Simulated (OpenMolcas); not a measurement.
# W: effect of the active space

| Property | Result |
| --- | --- |
| Program | OpenMolcas 26.06 |
| Method | CASSCF |
| Basis | ANO-RCC-VQZP |
| Scalar Hamiltonian | DKH2, point nucleus |
| Spin-orbit coupling | state interaction with AMFI integrals over the reference wave functions, term energies averaged over their components |

A. 4 electrons in 5 orbitals (5d); 2S+1 = 5 even, 5 roots; 2S+1 = 3 even, 45 roots; 2S+1 = 1 even, 50 roots (49 in the spin-orbit step); cost about 40 core-seconds
B. 6 electrons in 6 orbitals (5d 6s); 2S+1 = 5 even, 30 roots; 2S+1 = 7 even, 1 root kept (CI in the orbitals of an earlier block); 2S+1 = 3 even, 55 roots kept (CI in the orbitals of an earlier block); 2S+1 = 1 even, 30 roots kept (CI in the orbitals of an earlier block); cost about 90 core-seconds
C. 6 electrons in 11 orbitals (5d 6s 6d); 2S+1 = 5 even, 23 roots (14 in the spin-orbit step); 2S+1 = 7 even, 1 root kept (CI in the orbitals of an earlier block); 2S+1 = 3 even, 5 roots kept (CI in the orbitals of an earlier block); 2S+1 = 1 even, 1 root kept (CI in the orbitals of an earlier block, 0 in the spin-orbit step); cost of the order of 2.3 core-minutes

Energies in eV above 5d4 6s2 5D0, the measured ground level; measured values from NIST Handbook of Basic Atomic Spectroscopic Data.

```
      Level       A       B       C  Measured
5d4 6s2 5D0  0.0000  0.0000  0.0000    0.0000
5d4 6s2 5D1  0.1811  0.1305  0.0535    0.2071
5d4 6s2 5D2  0.4009  0.2906  0.1649    0.4123
5d4 6s2 5D3  0.6186  0.4484  0.3457    0.5988
5d4 6s2 5D4  0.8224  0.6076  0.6255    0.7711
```

B puts 5d5 6s 7S3 lowest. C puts 5d5 6s 7S3 lowest.

Deviations, from unrounded energies. A percentage is the sum of absolute deviations over the sum of measured energies, with the sign that they share, or ± where signs differ.

```tsv
Against measurement	Levels	A	B	C
mean absolute deviation (cm-1)	4	220	1000	1600
fine structure of the ground term (%)	4	±5.4	-25.8	-40.2
```

A lies closest to measurement on these levels and C furthest from it. The largest miss of A in the table is 5d4 6s2 5D4, by +410 cm-1. The ranking rests on the paired levels alone, and a cruder setting can come out closer through cancelling errors.

The spin-orbit steps hold different terms of 5d4 6s2 (B lacks 1D, a 1G, a 3F, a 3P; C lacks among others 1D, 1F, 1G, 1I, 1S), which shifts levels as well.

Among A to C the level of the table that moves most is 5d4 6s2 5D3, by 2200 cm-1 (lowest in C, highest in A).

Without dynamic correlation excited terms often stand tens of per cent too high (terms of higher spin than the ground term too low), and those without a measured partner can miss by more than the paired ones. Some high roots are left out of the spin-orbit mixing, which shifts the levels that they would mix with (holds for A; C). With the s shell closed, the reference lacks s² → p², s² → d² and s → d mixing, so excited terms can stand far too high and out of order, with CASPT2 too (holds for A). The lowest computed level is not the ground level that NIST lists (5D0) (holds for B; C). Configurations are named by rounded mean occupations; where the s occupation lies near a half they are strongly mixed, a name can repeat and a true partner stay unpaired (holds for B). Active for correlation alone: 6d; no level in the range computed is led by a configuration that fills it, so any true level of that kind is missing (holds for C). Measured partners are found by configuration, term and J. A level has none where our copy of the source lacks it or the pairing is in doubt (some pairs that miss far off the trend of their configuration count as doubtful), and it then counts in no deviation. Levels of configurations outside the active space are missing. Levels that lie high or do not pair safely by name in every column are left out.
